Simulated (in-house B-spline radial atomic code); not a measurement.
A fraction x of an electron is removed from 3d in the iron ion Fe⁵⁺, starting from [Ar] 3d3 and keeping the highest spin. Level of theory: non-relativistic BHandHLYP, spin-polarised, spherical fractional occupations, point nucleus; calculated with a radial B-spline atomic code at the basis-set limit.

Caution: exact exchange at fractional occupations of open shells leaves self-interaction of up to several eV.

```json
{"x": "0", "E(x) - E(0) (eV)": "0.0000", "3d up level (eV)": "-89.585"}
{"x": "0.1", "E(x) - E(0) (eV)": "9.0624", "3d up level (eV)": "-91.666"}
{"x": "0.18", "E(x) - E(0) (eV)": "16.4627", "3d up level (eV)": "-93.342"}
{"x": "0.34", "E(x) - E(0) (eV)": "31.6671", "3d up level (eV)": "-96.721"}
{"x": "0.46", "E(x) - E(0) (eV)": "43.4269", "3d up level (eV)": "-99.279"}
{"x": "0.5", "E(x) - E(0) (eV)": "47.4152", "3d up level (eV)": "-100.136"}
{"x": "0.54", "E(x) - E(0) (eV)": "51.4378", "3d up level (eV)": "-100.995"}
{"x": "0.63", "E(x) - E(0) (eV)": "60.6147", "3d up level (eV)": "-102.937"}
{"x": "0.8", "E(x) - E(0) (eV)": "78.4279", "3d up level (eV)": "-106.636"}
{"x": "0.96", "E(x) - E(0) (eV)": "95.7707", "3d up level (eV)": "-110.154"}
{"x": "1", "E(x) - E(0) (eV)": "100.1945", "3d up level (eV)": "-111.039"}
```

The exact functional would give a straight line between the two integer points. Deviations E(x) - E(0) - x[E(1) - E(0)], in eV: -0.957 at x = 0.1, -1.572 at x = 0.18, -2.399 at x = 0.34, -2.663 at x = 0.46, -2.682 at x = 0.5, -2.667 at x = 0.54, -2.508 at x = 0.63, -1.728 at x = 0.8, -0.416 at x = 0.96.

The curve lies below the straight line by up to 2.682 eV (at x = 0.5): convex, the delocalisation error, to which spherically averaged exact exchange adds.

(1) How well does Slater's transition state (minus the level at half occupation) give the ionisation energy?

Results:

(1) It gives 100.136 eV against 100.195 eV from the two total energies; NIST lists 98.98 eV, ground level to ground level. The end point has an open shell averaged over its orbitals, so its exact exchange keeps a self-interaction and this is no true integer point.
